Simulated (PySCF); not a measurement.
## InH₂⁺: bending curve

These are results of PBE0 in PySCF with In def2-TZVP with ECP28, H def2-TZVP; scalar-relativistic core potentials, no spin–orbit coupling; density-fitted integrals, not measurements.

Rigid scan from the singlet minimum (In–H 1.666 Å (×2); H–In–H 180.0°). Coordinate: the H–In–H angle, bonds fixed. Energies in kJ/mol from the minimum.

```csv
bond angle (°),E (kJ/mol),"dipole size (D, about the centre of mass)"
80,283.1,2.07
90,225.3,1.88
100,177.8,1.67
110,137.6,1.46
120,102.9,1.24
130,73.1,1.02
140,47.9,0.80
150,27.5,0.59
160,12.4,0.38
170,3.1,0.19
180,0.0,0.00
```

Other isomers or separated fragments may lie lower.

The scan took of the order of 40 core-seconds on a shared host.
